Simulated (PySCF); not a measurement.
# Hartree-Fock beside MP2: AlCH3NO

These are calculations, not measurements. The program is PySCF 2.14.0, an open-source quantum chemistry code, run on an isolated molecule that a program drew, which may never have been made. The molecule is AlCH3NO (charge 0, doublet), drawn as the SMILES string `[CH2][NH][Al]=[O]`.

The geometry was optimised and harmonic frequencies were computed with HF and MP2, all in the cc-pV(D+d)Z basis, for the commonest isotopes, with a restricted reference for singlets and an unrestricted one otherwise, and a frozen core in MP2. Each result is a local minimum of its method.

Geometry at the HF minimum:
```xyz
7
AlCH3NO, angstrom
C     0.5793   -1.3957   -0.3588
N    -0.3321   -1.6884    0.6748
Al   -0.8046   -0.6722    2.0312
O    -1.2365    0.2192    3.2548
H     1.1926   -0.5104   -0.2460
H     0.9813   -2.2260   -0.9239
H    -0.7814   -2.5762    0.5437
```

Lengths of the bonds as drawn, in Å (atoms numbered as above):
```
  bond     HF    MP2
 C1-N2  1.409  1.408
N2-Al3  1.759  1.789
Al3-O4  1.574  1.630
 C1-H5  1.083  1.092
 C1-H6  1.082  1.092
 N2-H7  1.004  1.019
```

Rotational constants, in GHz:
| constant | HF | MP2 |
|---|---|---|
| A | 47.6 | 46.48 |
| B | 2.882 | 2.786 |
| C | 2.72 | 2.631 |

Harmonic frequencies in cm^-1, each column in rising order, so a row needn't be the same motion in every method:
```
rank,HF,MP2
1,140,121
2,176,167
3,240,189
4,325,?
5,515,484
6,650,581
7,689,639
8,1143,1068
9,1208,1088
10,1290,1256
11,1505,1392
12,1593,1510
13,3280,3202
14,3401,3332
15,3790,3612
```

**Estimate the missing MP2 frequency from the HF column.**

A single factor s that minimises the squared misfit of MP2 against s times HF over the other rows is sum(HF x MP2) / sum(HF^2) = 0.9607, with an rms misfit of 39 cm^-1. For rank 4 it gives 0.9607 x 325 = 312 cm^-1. The calculation gives 281 cm^-1, 31 cm^-1 below the estimate. The drawn bonds are on average 1.4 % longer in MP2 than in HF.
